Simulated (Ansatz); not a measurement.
Cost and result for the atomization energy of BClH4OSi, SMILES `[SiH3]OBCl` (8 atoms, 7 bonds).

Total charge 0; spin multiplicity 1. The geometry is a stationary point of PBE0-D4/def2-TZVP. It is one conformer, not always the lowest. Program: Ansatz. Hardware: A = 2 threads of a server CPU on a shared host; B = 2 threads of an AMD EPYC 7R13 on a shared host and a share of an NVIDIA H100 80 GB. Times are those of one run each, without the atoms' runs, and a repeat can differ threefold. Electronic energies, without spin–orbit coupling; frozen cores. CCSD(T)/CBS extrapolates def2-TZVPP and def2-QZVPP, and its time is that of the two runs behind it. T1 = 0.012. B3LYP takes the VWN-RPA correlation (the form of Gaussian; ORCA's B3LYP/G).

CCSD(T)/CBS is a level of theory with its own doubt, some kJ/mol a heavy atom from the limit and from the frozen cores, so smaller differences don't rank the functionals.

```
                                level  functions  wall time  atomization (kJ/mol)  difference from CCSD(T)/CBS  per bond
           LDA (SPW92)/def2-TZVPP [A]        202        2 s                3207.6                        350.5      50.1
             revPBE-D4/def2-TZVPP [A]        202      2.9 s                2802.4                        -54.7      -7.8
                 CCSD(T)/def2-SVP [A]         84        4 s                2692.6                       -164.5     -23.5
               PBE0-D4/def2-TZVPP [A]        202      4.2 s                2833.3                        -23.8      -3.4
              BHLYP-D4/def2-TZVPP [A]        202      4.9 s                2795.5                        -61.6      -8.8
B3LYP-D4/def2-TZVPP (with forces) [A]        202      6.5 s                2850.3                         -6.8      -1.0
                B97M-V/def2-TZVPP [A]        202      9.1 s                2875.1                         18.0       2.6
               ωB97X-V/def2-TZVPP [A]        202      9.5 s                2867.9                         10.8       1.5
               CCSD(T)/def2-TZVPP [B]        202       11 s                2783.6                        -73.5     -10.5
               CCSD(T)/def2-QZVPP [B]        374       11 s                2827.7                        -29.4      -4.2
            r2SCANh-D4/def2-TZVPP [A]        202       12 s                2854.0                         -3.1      -0.4
                B2PLYP/def2-TZVPP [A]        202       17 s                2828.3                        -28.8      -4.1
                    CCSD(T)/CBS(def2)          –       22 s                2857.1                          0.0       0.0
```

From r2SCAN to r2SCAN0 (25 % exact exchange), in def2-TZVPP and without D4, the atomization energy moves by −40.3 kJ/mol: exact exchange takes away binding that semilocal exchange gives to molecules. The D4 term adds +26.5 kJ/mol with B3LYP and +13.7 kJ/mol with PBE0; it sums over pairs of atoms, weighted by their polarisabilities, and B3LYP, whose exchange is more repulsive, gets the larger term. At CCSD(T), def2-SVP lies −164.5 kJ/mol from the extrapolated value and def2-TZVPP −73.5 kJ/mol: correlation converges slowly with the basis, and small sets miss more of it in the bonded molecule than in its fragments.
